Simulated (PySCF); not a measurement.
Species: [IBr2]- (charge -1).
SMILES: `Br[I-]Br`

The closed-shell ground state was solved at several levels (PySCF, density fitting, gas phase). Isolated species at its PBE0-D3(BJ)/def2-SVP geometry, gas phase. Atoms past krypton carry effective core potentials; spin–orbit coupling is left out. No diffuse functions stand in pcSseg-1 (def2-TZVP on I), which bears on an anion's orbital energies.

| level | basis functions | HOMO (eV) | LUMO (eV) | gap (eV) |
| --- | --- | --- | --- | --- |
| PBE0/pcSseg-1 (def2-TZVP on I) | 132 | -2.57 | 1.81 | 4.38 |
| KT2/pcSseg-1 (def2-TZVP on I) | 132 | -1.37 | 1.14 | 2.51 |

Q: Estimate the row for CAM-B3LYP/def2-SVPD, a basis of 117 functions; the other rows only guide the guess.

A: HOMO -4.14 eV, LUMO 2.15 eV, gap 6.29 eV.

Q: Over all these levels, which gives the widest orbital gap and which the narrowest?

A: CAM-B3LYP/def2-SVPD (range-separated hybrid) has the widest, 6.29 eV, and KT2/pcSseg-1 (def2-TZVP on I) (GGA) the narrowest, 2.51 eV. Functional and basis both differ between the two, so the spread mixes both effects.
